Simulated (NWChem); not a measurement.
Molecule: C₂H₃BCl₂; SMILES C=CB(Cl)Cl

```xyz
8

B     -0.1084    -0.1118     0.0007
Cl    -0.4711    -1.8285     0.0001
Cl     1.5803     0.3752    -0.0006
C     -1.2549     0.9233     0.0021
C     -1.0493     2.2497    -0.0015
H     -2.2860     0.5508     0.0056
H     -1.8759     2.9678    -0.0010
H     -0.0355     2.6641    -0.0052
```
Atoms are numbered in this order, from 1.

All runs: NWChem. STO-3G and 3-21G are far too small for this property and stand as cheap habits. Geometry: optimised at PBE0/def2-SVP. GIAO values for the isolated, static molecule; σ is the absolute isotropic shielding, δ = σ(reference) − σ with the isolated reference molecule computed at the same levels (11B: boron trifluoride, 13C: tetramethylsilane, 1H: tetramethylsilane).

| level | δ B1 (ppm) | σ Cl2 (ppm) | σ Cl3 (ppm) | δ C4 (ppm) | δ C5 (ppm) | δ H6 (ppm) | δ H7 (ppm) | relative time |
|---|---|---|---|---|---|---|---|---|
| PBE/pcSseg-1 | 42.9 | 629.3 | 695.2 | 144.3 | 153.2 | 6.57 | 6.66 | 20 |
| PBE0/pcSseg-1 | 43.5 | 676.6 | 733.2 | 144.0 | 156.9 | 6.56 | 6.79 | 10 |
| Hartree-Fock/STO-3G | 50.2 | 1025.6 | 1036.1 | 120.8 | 140.3 | 6.93 | 7.37 | 1 |
| LDA (Slater exchange, VWN5)/pcSseg-1 | 45.2 | 600.6 | 672.5 | 152.2 | 161.1 | 6.74 | 6.79 | 10 |
| BHandHLYP/pcSseg-1 | 46.0 | 713.4 | 764.6 | 143.4 | 158.7 | 6.39 | 6.74 | 20 |

Times are rough ratios from one shared machine.
